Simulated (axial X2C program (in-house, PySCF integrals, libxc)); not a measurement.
# Correcting the dissociation energy of InH for spin–orbit coupling

A spin-free CCSD(T) curve (one-electron X2C) was computed with an in-house all-electron X2C program for linear molecules (integrals from PySCF), basis In dyall-cv3z [11s12p9d4f1g], H dyall-v3z [6s2p1d] (cores contracted in-house), for the state M_S = 0, Λ = 0 (closed shell). It gives D0 = 2.631 eV to In + H, which in a spin-free picture are the weighted means of the ground terms.

Correlated methods: 14 electrons correlated (number of frozen shells: In 4 s, 3 p, 1 d; H none), 192 virtual spin orbitals or spinors in MP2, 138 natural virtuals in coupled cluster.

Measured levels of the ground terms (NIST Handbook of Basic Atomic Spectroscopic Data), in cm⁻¹: In 2P: J = 1/2 at 0, J = 3/2 at 2212.6; H 2S: J = 1/2 at 0.

The molecular state has Λ = 0, so it has no first-order lowering.

**Question.** How far does each ground level lie under the (2J+1)-weighted mean of its term?

**Answer.** In: (2 × 0 + 4 × 2212.6)/6 = 1475 cm⁻¹; H: a single level, 0.

**Question.** Correct D0.

**Answer.** D0 = 2.631 + (0 − 1475)/8065.5 = 2.448 eV at CCSD(T) with these spin–orbit terms. The direct two-component run gives 2.467 eV; the difference holds second-order terms in the molecule, scalar two-electron terms, the gap between measured and computed atomic splittings (a 2c atom can miss part of its lowering) and, in coupled cluster, the truncation of each run.

Second-order spin–orbit effects in the molecule, which grow quickly with Z, are left out. One determinant describes the state; a PBE0 search over occupations chose it and may have missed a lower one. De is counted from the lowest determinant-based energies of the atoms at the same level, without counterpoise correction. Coupled cluster ran in a truncated set of natural virtual spinors; the MP2 energy of the rest was added. (T) has no such correction and the atoms are truncated less, which lowers De at CCSD(T) by a hundredth of an eV or more.
